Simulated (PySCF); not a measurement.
**Vibration and rotation of InH⁺**

ROHF-CCSD(T) constants of InH⁺, ²Σ⁺ (doublet), unpaired electrons σ ↑ (In def2-TZVPPD with ECP28, H def2-TZVPPD; scalar-relativistic core potentials (PySCF 2.14); masses 114.9039 and 1.0078 u):

- ωe: 1131.8 cm⁻¹
- ωexe: 125.0 cm⁻¹
- Be: 5.0061 cm⁻¹
- αe: 0.433 cm⁻¹
- D (centrifugal): 0.000392 cm⁻¹
- De to In⁺ + H: 0.261 eV

Task: Give the vibrational terms G(v) and spacings up to v = 2.

Result: G(v) = ωe(v+½) − ωexe(v+½)².

| v | G(v) (cm⁻¹) | G(v) − G(v−1) | Bv (cm⁻¹) |
| --- | --- | --- | --- |
| 0 | 535 |  | 4.790 |
| 1 | 1416 | 882 | 4.357 |
| 2 | 2048 | 632 | 3.924 |

Task: How well does the Morse estimate ωe²/(4ωexe) reproduce De, and what is D0?

Result: It gives 0.318 eV, 122 % of the computed De. D0 = De − G(0) = 0.261 − 0.066 = 0.195 eV.

Correlated steps freeze 4 core orbitals. The bond is weak. Basis-set superposition, not corrected here, can be much of De in a small basis, most of all at correlated wavefunction levels. Spin–orbit coupling is left out. For an ion De counts to the pair picked by the measured ionisation energies or electron affinities, which need not be the lowest pair at this level. The state is the lowest determinant that a PBE0 search found; another state may lie lower at other levels.
